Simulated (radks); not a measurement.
Re III, 73 electrons, occupied as [Xe] 4f14 5d5.

All-electron calculation, scalar-relativistic Kohn-Sham, LDA (Slater exchange, Perdew-Wang correlation), spin-polarised, spherical densities, finite nucleus; open shells are filled with parallel spins first (spin-orbit coupling, left out, can overturn this in heavy ions); Fermi nuclear charge, rms radius 5.3698 fm. Program: a radial shooting solver on a logarithmic mesh with Libxc functionals.

Energy parts (eV):
part                       energy
total                  -453858.65
kinetic                 501221.57
electron-nucleus      -1122335.07
Hartree                 175975.16
exchange-correlation     -8720.30

Orbitals (lengths in bohr, moments of r in powers of bohr; r(max) is where P^2 peaks):
orbital,occ.,eigenvalue (eV),r(max),<1/r>,<r^4>
1s up,1,-71593.24,0.01125,88.65,5.471e-07
1s down,1,-71593.24,0.01125,88.65,5.471e-07
2s up,1,-12428.68,0.06458,20.74,0.00008186
2s down,1,-12428.44,0.06458,20.74,0.00008186
2p up,3,-10856.05,0.05304,18.75,0.00006459
2p down,3,-10855.85,0.05304,18.75,0.00006459
3s up,1,-2889.644,0.1821,7.683,0.003002
3s down,1,-2889.535,0.1821,7.683,0.003002
3p up,3,-2425.714,0.1804,7.082,0.003238
3p down,3,-2425.598,0.1804,7.082,0.003238
3d up,5,-1897.874,0.1468,6.689,0.002497
3d down,5,-1897.697,0.1468,6.689,0.002497
4s up,1,-615.3984,0.4127,3.274,0.06987
4s down,1,-615.1560,0.4128,3.274,0.06984
4p up,3,-463.0910,0.4331,2.972,0.09322
4p down,3,-462.8467,0.4331,2.972,0.09309
4d up,5,-271.7240,0.4432,2.648,0.1356
4d down,5,-271.4262,0.4433,2.649,0.1349
4f up,7,-59.2522,0.4162,2.160,0.4121
4f down,7,-58.7159,0.4159,2.169,0.3902
5s up,1,-102.8476,0.9385,1.292,2.156
5s down,1,-100.7716,0.9345,1.302,2.096
5p up,3,-64.8483,1.063,1.087,4.212
5p down,3,-62.2219,1.055,1.099,4.090
5d up,5,-22.8281,1.414,0.7301,23.37
5d down,0,-19.6887,1.401,0.7256,26.83

The highest occupied level is 5d up at -22.828 eV. Spin moment in Bohr magnetons: 5.
